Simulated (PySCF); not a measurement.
# Spinor energies of Xe²⁺ (xenon, charge +2)

Start: [Kr] 4d10 5s2 5p4; 5p1/2 filled at m_j = -1/2, +1/2; 5p3/2 filled at m_j = +1/2, +3/2. Calculated with PySCF 2.14 in x2c-SVPall-2c (6s8p4d, 50 functions): generalised Hartree-Fock with the X2C-1e Hamiltonian and a Gaussian nucleus; one run each with spin-orbit coupling (SO) switched off, then screened by Boettger's factors.

```json
{"spinor shell": "1s1/2", "electrons": "2", "ε, spin-free (eV)": "-34744.0", "ε, screened SO (eV)": "-34739.8", "weight of nominal j (screened SO)": "1.000", "rms radius, screened SO (bohr)": "0.0305"}
{"spinor shell": "2s1/2", "electrons": "2", "ε, spin-free (eV)": "-5526.5", "ε, screened SO (eV)": "-5525.2", "weight of nominal j (screened SO)": "1.000", "rms radius, screened SO (bohr)": "0.124"}
{"spinor shell": "2p1/2", "electrons": "2", "ε, spin-free (eV)": "-4955.6", "ε, screened SO (eV)": "-5181.8", "weight of nominal j (screened SO)": "1.000", "rms radius, screened SO (bohr)": "0.107"}
{"spinor shell": "2p3/2", "electrons": "4", "ε, spin-free (eV)": "-4955.6", "ε, screened SO (eV)": "-4853.7", "weight of nominal j (screened SO)": "1.000", "rms radius, screened SO (bohr)": "0.112"}
{"spinor shell": "3s1/2", "electrons": "2", "ε, spin-free (eV)": "-1191.3", "ε, screened SO (eV)": "-1190.8", "weight of nominal j (screened SO)": "1.000", "rms radius, screened SO (bohr)": "0.326"}
{"spinor shell": "3p1/2", "electrons": "2", "ε, spin-free (eV)": "-1002.3", "ε, screened SO (eV)": "-1046.3", "weight of nominal j (screened SO)": "1.000", "rms radius, screened SO (bohr)": "0.318"}
{"spinor shell": "3d3/2", "electrons": "4", "ε, spin-free (eV)": "-722.06", "ε, screened SO (eV)": "-729.60", "weight of nominal j (screened SO)": "1.000", "rms radius, screened SO (bohr)": "0.303"}
{"spinor shell": "3d5/2", "electrons": "6", "ε, spin-free (eV)": "-722.06", "ε, screened SO (eV)": "-716.42", "weight of nominal j (screened SO)": "1.000", "rms radius, screened SO (bohr)": "0.305"}
{"spinor shell": "4s1/2", "electrons": "2", "ε, spin-free (eV)": "-250.95", "ε, screened SO (eV)": "-250.69", "weight of nominal j (screened SO)": "1.000", "rms radius, screened SO (bohr)": "0.762"}
{"spinor shell": "4p1/2", "electrons": "2", "ε, spin-free (eV)": "-188.37", "ε, screened SO (eV)": "-197.12", "weight of nominal j (screened SO)": "1.000", "rms radius, screened SO (bohr)": "0.798"}
{"spinor shell": "4p3/2", "electrons": "4", "ε, spin-free (eV)": "-188.37", "ε, screened SO (eV)": "-184.11", "weight of nominal j (screened SO)": "1.000", "rms radius, screened SO (bohr)": "0.823"}
{"spinor shell": "4d3/2", "electrons": "4", "ε, spin-free (eV)": "-94.064", "ε, screened SO (eV)": "-95.124", "weight of nominal j (screened SO)": "0.991", "rms radius, screened SO (bohr)": "0.945"}
{"spinor shell": "4d5/2", "electrons": "6", "ε, spin-free (eV)": "-94.064", "ε, screened SO (eV)": "-93.014", "weight of nominal j (screened SO)": "0.994", "rms radius, screened SO (bohr)": "0.947"}
{"spinor shell": "5s1/2", "electrons": "2", "ε, spin-free (eV)": "-46.029", "ε, screened SO (eV)": "-45.943", "weight of nominal j (screened SO)": "0.999", "rms radius, screened SO (bohr)": "1.93"}
{"spinor shell": "5p1/2", "electrons": "2", "ε, spin-free (eV)": "-31.755", "ε, screened SO (eV)": "-32.853", "weight of nominal j (screened SO)": "0.736", "rms radius, screened SO (bohr)": "2.22"}
{"spinor shell": "5p3/2", "electrons": "2", "ε, spin-free (eV)": "-31.755", "ε, screened SO (eV)": "-30.878", "weight of nominal j (screened SO)": "0.778", "rms radius, screened SO (bohr)": "2.28"}
```

Where does 3p3/2 lie, and what is the 3p spin-orbit splitting (screened SO)?

At -982.08 eV, 64.221 eV above 3p1/2.

```json
{"quantity": "E (hartree)", "spin-free": "-7440.39745", "screened SO": "-7442.78666"}
{"quantity": "M_J", "spin-free": "2", "screened SO": "2"}
{"quantity": "⟨J²⟩", "spin-free": "6.006", "screened SO": "6.014"}
{"quantity": "⟨L²⟩", "spin-free": "2.004", "screened SO": "2.436"}
{"quantity": "⟨S²⟩", "spin-free": "2.002", "screened SO": "1.822"}
```

Each row is a mean over spinors that exchange with the open shell spreads, by up to 5.015 eV (5s1/2).

Rows whose weight is well below 1 are mixtures of j = l ± 1/2: exchange outweighs spin-orbit coupling there, and the label is only the starting occupation.

Breit and QED terms are absent; they matter most for the inner s and p1/2 levels.

Densities and radii are taken from the X2C orbitals without a picture-change correction, which distorts them close to the nucleus.

Without spin-orbit coupling the j labels of p, d and f shells carry no meaning; the spin-free column gives the mean over the occupied spinors of each nl shell.
